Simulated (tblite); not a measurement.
Compound: C₅H₁₁F₃NP.
Cartesian coordinates in Å at the GFN2-xTB level; atoms count from 1:
```
atom  x, y, z in Å
C1    -1.8151   -0.7214    1.1505
N2    -1.2304   -0.3301   -0.1131
C3    -2.2395    0.1035   -1.0583
C4    -0.1980    0.6660    0.0671
P5     1.2620   -0.1470    0.9030
C6     1.7038   -1.3457   -0.4215
C7     2.4922    1.2013    0.3947
F8     2.5314    1.4636   -0.9254
F9     3.7426    0.8737    0.7481
F10    2.2034    2.3644    0.9989
H11   -1.0240   -1.0952    1.8033
H12   -2.3236    0.1110    1.6592
H13   -2.5340   -1.5209    0.9795
H14   -1.7670    0.3307   -2.0127
H15   -2.7878    0.9936   -0.7153
H16   -2.9505   -0.7074   -1.2085
H17    0.1122    1.0371   -0.9157
H18   -0.5283    1.5246    0.6801
H19    1.7322   -0.8673   -1.3996
H20    2.6692   -1.7964   -0.1945
H21    0.9404   -2.1212   -0.4201
```

All values are computed: GFN2-xTB (tblite) harmonic vibrations without scaling, gas phase. Errors from tens to a few hundred cm⁻¹ against measured bands are possible. One conformer, not necessarily the lowest.

Harmonic wavenumbers (cm⁻¹): 34.4, 42.1, 77.6, 92.7, 124.7, 168.6, 203.0, 218.1, 233.1, 243.9, 270.0, 308.2, 374.0, 390.0, 416.5, 443.4, 472.6, 476.8, 663.9, 727.8, 768.2, 830.0, 879.5, 886.0, 926.4, 1032.2, 1040.6, 1050.3, 1060.5, 1077.3, 1086.5, 1114.8, 1167.3, 1235.1, 1266.9, 1289.8, 1314.5, 1411.9, 1417.2, 1422.7, 1429.9, 1434.2, 1477.5, 1484.0, 1490.7, 1493.5, 2789.9, 2863.3, 2870.7, 2926.8, 2982.1, 2996.4, 3010.7, 3016.0, 3019.4, 3022.0, 3023.7.

A = 2049, B = 632.4, C = 605.6 MHz; mass 173.058 u (most abundant isotopes); point group C1, symmetry number 1.

What is the zero-point energy?

Half the sum of the wavenumbers: 34795 cm⁻¹ = 416.24 kJ/mol.

Give the ideal-gas entropy at 350 K and 1 bar in the rigid-rotor, harmonic-oscillator model (classical rotation).

Translation 176.46, rotation 129.17, vibration 203.46: S = 509.1 J/(mol K).

And Cp and H(350 K) − H(0)?

Cp = 219.69 J/(mol K), of which vibrations give 186.43 (their classical limit is 57 R = 473.9); H(350 K) − H(0) = 47.21 kJ/mol without the zero-point energy, 35.57 from vibrations.

Which modes carry the vibrational entropy at 350 K?

34.4 cm⁻¹: 24.59; 42.1 cm⁻¹: 22.91; 77.6 cm⁻¹: 17.85; 92.7 cm⁻¹: 16.39; 124.7 cm⁻¹: 13.96; 168.6 cm⁻¹: 11.53 J/(mol K); the other 51 give 96.24 together.

Blend soft modes into free rotors: weight 1/[1 + (100 cm⁻¹/ν̃)⁴] for the oscillator and the rest for a rotor with moment μB/(μ + B), μ = h/(8π²ν), B = 10⁻⁴⁴ kg m². What vibrational entropy results?

183.73 J/(mol K) in place of 203.46, which changes −T·S at 350 K by +6.91 kJ/mol.

What must be added to the electronic energy to get the Gibbs energy at 350 K and 1 bar?

ZPE + [H(350 K) − H(0)] − T·S = 416.24 + 47.21 − 178.18 = 285.27 kJ/mol.

Hindered rotation and anharmonicity are outside this model. Other conformers, if any are populated, would add a mixing term that is left out. The structure is chiral; the term R ln 2 for an equal mix with its mirror image is left out.
